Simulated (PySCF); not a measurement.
C11H10O2, SMILES c1ccc(-c2cccc(OC)c2)o1 (GFN2-xTB optimised geometry):

```
23

C      3.403     0.354    -0.003
O      2.907    -0.963     0.001
C      1.557    -1.149     0.003
C      1.128    -2.478     0.008
C     -0.221    -2.769     0.009
C     -1.162    -1.755     0.006
C     -0.747    -0.425     0.002
C     -1.710     0.659     0.000
C     -3.084     0.659     0.000
C     -3.485     2.013     0.000
C     -2.336     2.742     0.000
O     -1.263     1.938     0.000
C      0.618    -0.129     0.000
H      4.488     0.259    -0.005
H      3.086     0.901    -0.897
H      3.089     0.905     0.890
H      1.872    -3.259     0.011
H     -0.543    -3.799     0.014
H     -2.214    -1.992     0.007
H     -3.730    -0.194     0.000
H     -4.488     2.389     0.000
H     -2.157     3.799     0.000
H      0.915     0.907    -0.004
```

Method: PySCF with PBE/def2-SVP.

Question: What are the frontier orbital energies and the dipole moment?

Answer: HOMO-2 -6.67 eV, HOMO-1 -5.49 eV, HOMO -4.90 eV, LUMO -1.60 eV, LUMO+1 -0.59 eV; dipole moment 1.32 D.

Meta-Löwdin charges at PBE/def2-SVP: C1 -0.10, O2 -0.30, C3 0.20, C4 -0.14, C5 -0.10, C6 -0.13, C7 0.01, C8 0.15, C9 -0.17, C10 -0.17, C11 0.03, O12 -0.21, C13 -0.18, H14 0.12, H15 0.10, H16 0.10, H17 0.11, H18 0.11, H19 0.10, H20 0.12, H21 0.12, H22 0.12, H23 0.11.
